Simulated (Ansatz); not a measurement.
`BCB(B)F`, one more setting.

```yaml
crystal:
  periodic: [false, false, false]
  atoms:
    - {symbol: B, position_ang: [-1.207899, 0.756955, -1.081475]}
    - {symbol: C, position_ang: [-0.112720, -0.324228, -0.919237]}
    - {symbol: B, position_ang: [0.830959, 0.110016, 0.272476]}
    - {symbol: B, position_ang: [0.734460, -0.607569, 1.786945]}
    - {symbol: F, position_ang: [1.720036, 1.075904, 0.026485]}
    - {symbol: H, position_ang: [-2.272693, 0.632710, -0.548054]}
    - {symbol: H, position_ang: [-0.986903, 1.755733, -1.701493]}
    - {symbol: H, position_ang: [0.547861, -0.349293, -1.794900]}
    - {symbol: H, position_ang: [-0.530191, -1.312898, -0.710279]}
    - {symbol: H, position_ang: [-0.035084, -0.216825, 2.618804]}
    - {symbol: H, position_ang: [1.377475, -1.577503, 2.071426]}
basis:
  gaussian: {orbitals: cc-pVTZ, point_charges: [{charge: 1.00, position_ang: [4.583, 0.979, 0.911]}]}
hamiltonian: {xc: {name: BHLYP}}
output: {forces: true}
```

```sh
$ ansatz run in.yaml --threads 2 --pin off --events-out ev --progress --plain --max-ram 4352MiB
```

Output, abridged:

```
Functional definition: BHLYP
1434 factors; their error is unknown
mean field evaluation 1: about -5876.2344 eV, gradient 4.5e1 eV
mean field evaluation 2: about -5877.5725 eV, gradient 3.8e1 eV
mean field evaluation 4: about -5880.3495 eV, gradient 1.9e0 eV
mean field evaluation 8: about -5880.3613 eV, gradient 4.3e-2 eV
mean field -5880.36125365 eV, -216.0992902195 hartree, gradient 4.9e-5 eV, S^2 0.000000; 0 other end points of the search recorded, 0 dependent functions left out
reference -5880.36144798 eV, -216.0992973612 hartree; 18, 18 occupied and 216, 216 virtual orbitals, 1434 factors
Total energy: -5880.36144798 eV, -216.0992973612 hartree
Atom 0 at    -1.207899     0.756955    -1.081475 Å, force    -0.522264     0.362416    -0.135810 eV/Å
Atom 1 at    -0.112720    -0.324228    -0.919237 Å, force     0.644985    -0.177220     0.390537 eV/Å
Atom 2 at     0.830959     0.110016     0.272476 Å, force    -0.832024    -0.528277    -0.207760 eV/Å
Atom 3 at     0.734460    -0.607569     1.786945 Å, force    -0.175996    -0.166749     0.277159 eV/Å
Atom 4 at     1.720036     1.075904     0.026485 Å, force     0.812576     0.308374     0.021934 eV/Å
Atom 5 at    -2.272693     0.632710    -0.548054 Å, force     0.335192     0.030343    -0.149079 eV/Å
Atom 6 at    -0.986903     1.755733    -1.701493 Å, force    -0.031596    -0.262970     0.178753 eV/Å
Atom 7 at     0.547861    -0.349293    -1.794900 Å, force    -0.249524    -0.040655     0.146825 eV/Å
Atom 8 at    -0.530191    -1.312898    -0.710279 Å, force     0.106810     0.281496    -0.118345 eV/Å
Atom 9 at    -0.035084    -0.216825     2.618804 Å, force     0.229846    -0.109917    -0.261764 eV/Å
Atom 10 at     1.377475    -1.577503     2.071426 Å, force    -0.060411     0.243786    -0.026776 eV/Å
Dipole moment:    -0.375834    -0.312359    -0.058531 e Å
```

It took 6 s on 2 threads of an Arm Neoverse V1 on a shared host, with 0.6 GiB of host memory at the peak.
